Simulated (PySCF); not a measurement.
C2H2F3O2, charge +1, singlet, geometry from GFN2-xTB. Base run: B3LYP/6-31G run with PySCF.

Geometry (Å):
```xyz
9

O      1.6085    -0.8846     0.0203
C      0.9081     0.1496    -0.0812
O      1.2546     1.3378    -0.2706
C     -0.6667    -0.0982     0.0564
F     -1.3053     1.0374    -0.0854
F     -0.8987    -0.6074     1.2486
F     -1.0338    -0.9493    -0.8785
H      2.5929    -0.8803    -0.0425
H      2.1942     1.6209    -0.3699
```
Charge +1, spin multiplicity 1.
All else is at PySCF's defaults.
Base energy -526.87409 Eh.

Each row names what was changed in the base input (with any setting that the change needs).

```
change                                                                            ΔE vs base (mEh)  SCF cycles        outcome
--------------------------------------------------------------------------------  ----------------  ----------  -------------
base                                                                                         0.000          10      converged
init_guess = atom                                                                            0.000          10      converged
conv_tol = 1e-12                                                                             0.000          19      converged
DIIS = ADIIS                                                                                 0.000          16      converged
conv_tol = 1e-11                                                                             0.000          12      converged
level_shift = 0.5 (with mf.max_cycle = 100)                                                  0.000          15      converged
init_guess = sap                                                                             0.000          12      converged
conv_tol = 1e-4                                                                              0.008           6      converged
diis = off; damp = 0.3 (with mf.diis_start_cycle = 200; with mf.max_cycle = 150)                 -         150  not converged
conv_tol_grad = 1e-7                                                                         0.000          14      converged
level_shift = 0.3 (with mf.max_cycle = 100)                                                  0.000          12      converged
diis_space = 2                                                                               0.000          37      converged
DIIS = EDIIS                                                                                     -          50  not converged
```
